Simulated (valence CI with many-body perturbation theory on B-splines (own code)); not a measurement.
# Pm²⁰⁺: magnetic and hyperfine properties of the levels

Calculated by relativistic CI+MBPT: five valence electrons over a frozen Dirac-Fock core [Kr], a basis of 7 s, 7 p, 8 d, 6 f, 4 g, 1 h functions for each j, with the one-electron correlation potential Σ1, the two-electron term Σ2, the three-electron term Σ3, Breit, model QED; selected CI, second order for the rest, scaled by the run's own slope (own B-spline code, finite nucleus).

No measured levels were compared; by estimate terms of the open shell hold to 2 to 4 % of their energy, and close levels can change places. Among the levels kept, up to 430 cm⁻¹ of a level comes from second order outside the variational space, and about a tenth of that is noise between levels of different J, which matters for small intervals. The list stops below the first excitations out of the core.

A/g_I is the dipole constant over the nuclear g factor μ/I (μ in nuclear magnetons, uniformly magnetised nucleus), B/Q the quadrupole constant per barn. Both hold the static response of the core; the bare values leave it out. Large factors of s and p1/2 electrons are usually good to 5 to 10 %; those of open d and f shells near neutrality can be off by tens of per cent, and small factors of p3/2, d and f electrons come from cancelling terms and can be off by a factor of two or in sign, in half-filled shells by more. B is blank for J = 1/2, where it vanishes, and for nearly pure S terms. Energies count from the lowest level.

Levels are named by their leading jj configuration (3d3/2^4 stands for four electrons in 3d with j = 3/2), which in mixed levels can hold well under half, so a name can repeat and another be missing. Letters in brackets count levels of one name in rising energy.

| Level | E (cm⁻¹) | g | A/g_I (MHz) | A/g_I bare | B/Q (MHz/b) | B/Q bare |
| --- | --- | --- | --- | --- | --- | --- |
| (4d3/2^4 4d5/2) J=5/2 [a] | 0.0 | 1.791 | 133 | 1190 | 1730 | 1620 |
| (4d3/2^4 4d5/2) J=5/2 [b] | 36521 | 1.111 | 3370 | 3420 | 5740 | 5460 |
| (4d3/2^3 4d5/2^2) J=7/2 [a] | 57786 | 1.129 | 4210 | 4290 | 6570 | 6260 |
| (4d3/2^3 4d5/2^2) J=3/2 [a] | 60162 | 1.296 | 4390 | 4710 | 5600 | 5340 |
| (4d3/2^3 4d5/2^2) J=11/2 | 62061 | 1.175 | 4910 | 5060 | -93.9 | -115 |
| (4d3/2^3 4d5/2^2) J=9/2 | 67128 | 1.162 | 4480 | 4610 | 5720 | 5440 |
| (4d3/2^3 4d5/2^2) J=5/2 [a] | 67435 | 1.103 | 4230 | 4270 | 1930 | 1850 |
| (4d3/2^3 4d5/2^2) J=1/2 | 72808 | 1.768 | -2120 | -1090 |  |  |
| (4d3/2^3 4d5/2^2) J=7/2 [b] | 83677 | 1.186 | 4480 | 4640 | -2400 | -2280 |
| (4d3/2^3 4d5/2^2) J=5/2 [b] | 88594 | 1.227 | 3360 | 3590 | -183 | -177 |
| (4d3/2^2 4d5/2^3) J=7/2 [a] | 96533 | 1.175 | 4290 | 4440 | -4680 | -4460 |
| (4d3/2^2 4d5/2^3) J=11/2 | 98485 | 1.040 | 5370 | 5310 | 419 | 403 |
| (4d3/2^3 4d5/2^2) J=3/2 [b] | 101910 | 0.885 | 8700 | 8410 | -5400 | -5150 |
| (4d3/2^2 4d5/2^3) J=1/2 [a] | 102950 | 0.764 | 10900 | 10400 |  |  |
| (4d3/2^2 4d5/2^3) J=9/2 [a] | 104290 | 1.150 | 4410 | 4520 | -1080 | -1040 |
| (4d3/2^2 4d5/2^3) J=3/2 [a] | 108620 | 1.128 | 4560 | 4640 | 916 | 871 |
| (4d3/2^2 4d5/2^3) J=13/2 | 109290 | 1.075 | 5510 | 5510 | -4.42 | 3.46 |
| (4d3/2^2 4d5/2^3) J=5/2 [a] | 113840 | 1.012 | 5750 | 5650 | -1450 | -1360 |
| (4d3/2^2 4d5/2^3) J=9/2 [b] | 126280 | 1.108 | 4970 | 5010 | 743 | 710 |
| (4d3/2^2 4d5/2^3) J=7/2 [b] | 129490 | 0.993 | 6720 | 6600 | -462 | -438 |
| (4d3/2^2 4d5/2^3) J=5/2 [b] | 131230 | 1.044 | 5660 | 5610 | 1250 | 1180 |
| (4d3/2^2 4d5/2^3) J=3/2 [b] | 138900 | 0.776 | 8770 | 8320 | 418 | 414 |
| (4d3/2 4d5/2^4) J=5/2 [a] | 141620 | 1.182 | 2730 | 2890 | -3690 | -3510 |
| (4d3/2^2 4d5/2^3) J=7/2 [c] | 144290 | 1.072 | 5940 | 5930 | 2190 | 2090 |
| (4d3/2^2 4d5/2^3) J=1/2 [b] | 145840 | 1.902 | -2650 | -1420 |  |  |
| (4d3/2 4d5/2^4) J=7/2 [a] | 156620 | 1.195 | 3790 | 3960 | -9730 | -9280 |
| (4d3/2^2 4d5/2^3) J=9/2 [c] | 156630 | 1.097 | 5040 | 5070 | 4030 | 3860 |
| (4d3/2 4d5/2^4) J=11/2 | 162320 | 1.066 | 5400 | 5380 | -319 | -269 |
| (4d3/2 4d5/2^4) J=3/2 [a] | 168730 | 0.858 | 6200 | 5880 | -5770 | -5500 |
| (4d3/2 4d5/2^4) J=5/2 [b] | 179220 | 1.119 | 4790 | 4850 | 4870 | 4650 |
| (4d3/2 4d5/2^4) J=9/2 | 183710 | 1.110 | 4800 | 4840 | -9380 | -8940 |
| (4d3/2^2 4d5/2^3) J=5/2 [c] | 188790 | 1.101 | 4220 | 4260 | -2890 | -2730 |
| (4d3/2 4d5/2^4) J=7/2 [b] | 194570 | 0.952 | 6440 | 6250 | 8520 | 8130 |
| (4d3/2^2 4d5/2^3) J=3/2 [c] | 197240 | 1.227 | 4330 | 4560 | -4520 | -4320 |
| (4d3/2 4d5/2^4) J=1/2 | 218700 | 0.894 | 149 | -109 |  |  |
| (4d3/2^2 4d5/2^3) J=5/2 [d] | 239220 | 1.182 | 3700 | 3860 | -7320 | -6970 |
| (4d3/2 4d5/2^4) J=3/2 [b] | 245820 | 0.882 | 8890 | 8600 | 8770 | 8360 |

Take the isotope of mass number 147, with I = 7/2, μ = 2.58 μN and Q = 0.74 b. What is the hyperfine structure of (4d3/2^3 4d5/2^2) J=3/2 [a]?

From the table A = 3230 MHz, B = 4140 MHz. Shifts from the centre of gravity in MHz: F = 2: -19600, F = 3: -12900, F = 4: -1110, F = 5: 18000.
